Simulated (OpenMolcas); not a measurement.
**F²⁺: from CASSCF to CASPT2**

```yaml
Program: OpenMolcas 26.06
Basis: ANO-RCC-VDZP [3s2p1d]
Scalar_Hamiltonian: DKH2, point nucleus
Active_space: 5 electrons in 4 orbitals (2s 2p)
State_averaging: 2S+1 = 4 odd, 1 root; 2S+1 = 2 odd, 8 roots kept (CI in the orbitals of an earlier block); 2S+1 = 4 even, 3 roots; 2S+1 = 2 even, 9 roots kept (CI in the orbitals of an earlier block)
Spin-orbit_coupling: RASSI with atomic mean-field integrals over the reference wave functions, term energies averaged over their components
```

Methods on the same reference wave functions:
A. CASSCF
B. SS-CASPT2, IPEA 0.25 Eh, imaginary shift 0.1 Eh (closed shells correlated: 1s)

Energies in cm-1 above 2s2 2p3 4S* 3/2, the measured ground level; measured values from Moore, Atomic Energy Levels, vol. I, NSRDS-NBS 35 (1971 reprint of NBS Circular 467, 1949).

```json
{"Level": "2s2 2p3 4S* 3/2", "A": "0.0", "B": "0.0", "Measured": "0.0"}
{"Level": "2s2 2p3 2D* 3/2", "A": "37148", "B": "36410", "Measured": ""}
{"Level": "2s2 2p3 2D* 5/2", "A": "37159", "B": "36420", "Measured": ""}
{"Level": "2s2 2p3 2P* 3/2", "A": "51253", "B": "53530", "Measured": ""}
{"Level": "2s2 2p3 2P* 1/2", "A": "51254", "B": "53540", "Measured": ""}
{"Level": "2s 2p4 4P 5/2", "A": "152387", "B": "153670", "Measured": "151898"}
{"Level": "2s 2p4 4P 3/2", "A": "152688", "B": "153970", "Measured": "152235"}
{"Level": "2s 2p4 4P 1/2", "A": "152867", "B": "154150", "Measured": "152410"}
{"Level": "2s 2p4 2D 3/2", "A": "221857", "B": "215780", "Measured": "210256"}
{"Level": "2s 2p4 2D 5/2", "A": "221859", "B": "215780", "Measured": "210240"}
{"Level": "2s 2p4 2S 1/2", "A": "258575", "B": "255380", "Measured": "248260"}
{"Level": "2s 2p4 2P 3/2", "A": "286879", "B": "276850", "Measured": "266559"}
{"Level": "2s 2p4 2P 1/2", "A": "287242", "B": "277210", "Measured": "266943"}
```

Deviations, from unrounded energies. A percentage is the sum of absolute deviations over the sum of measured energies, with the sign that they share, or ± where signs differ.

| Against measurement | Levels | A | B |
| --- | --- | --- | --- |
| mean absolute deviation (cm-1) | 8 | 9400 | 5500 |
| other configurations (%) | 8 | +4.6 | +2.7 |

B lies closest to measurement on these levels. The largest miss of B in the table is 2s 2p4 2P 3/2, by +10000 cm-1. The ranking rests on the paired levels alone, and a cruder setting can come out closer through cancelling errors.

From A to B the spin-free energies of the other terms of 2s2 2p3 shown, above 4S*, scale by factors of 0.98 to 1.04.

The lowest spin-free term lies below A's lowest term by 0.072 hartree in B.

CASPT2 does not keep the components of a term degenerate, so their means are used; among the terms shown or strongly mixed into the levels shown the widest spread is 140 cm-1 (2s2 2p3 2D*, B). Terms from blocks run as CI alone lack orbitals of their own. Computed and measured levels are paired by configuration, term and J; levels that our copy of the source lacks, or whose pairing is in doubt (as where it misses far off the trend of its configuration), stay unpaired and out of the deviations. Levels of configurations outside the active space are missing.

* marks odd parity.
